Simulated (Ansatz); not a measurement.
The first iterations of a band of Cl3FH3HfN (9 atoms, charge 0, multiplicity 1).

The calculation used RKS PBE-D4/def2-SVP in Ansatz 0.2.0.

```
movable images  : 6
climbing image  : no
spring          : 5.0 eV/Å²
optimiser       : quadratic models (default)
start path      : through a guess of the saddle point
force threshold : 0.05 eV/Å
iteration limit : 60
end points      : relaxed
```

Initial state:

```xyz
9
Properties=species:S:1:pos:R:3
Hf 0.080 -0.084 0.149
Cl -0.274 0.431 2.444
Cl 2.222 0.364 -0.782
F -0.853 1.406 -0.606
Cl -1.227 -1.818 -0.823
N 1.280 -2.000 1.114
H 0.875 -2.899 0.815
H 2.272 -2.013 0.838
H 1.257 -1.991 2.144
```

Final state:

```xyz
9
Properties=species:S:1:pos:R:3
Hf 0.080 -0.084 0.149
Cl -0.008 0.576 2.430
Cl 2.139 0.187 -1.008
F -0.857 1.405 -0.605
Cl -1.388 -1.808 -0.573
N 1.272 -1.988 1.109
H 1.541 -2.684 0.398
H 2.143 -1.712 1.586
H 0.709 -2.495 1.808
```

| iteration | highest image above the first end (eV) | largest band force component (eV/Å) |
| --- | --- | --- |
| 1 | 2.764 | 7.594 |
| 2 | 0.939 | 3.418 |
| 3 | 0.479 | 2.384 |

Task: Does the band converge within its limit, and where does its top end?

Result: It converged. It ended after 10 iterations with the highest image 0.000 eV above the first end. The highest image is an end point: on this band no image between the ends rises above it.

Time of the run: 2.4 min on 4 threads of Arm Neoverse V1 (shared host), peak memory 0.21 GiB.
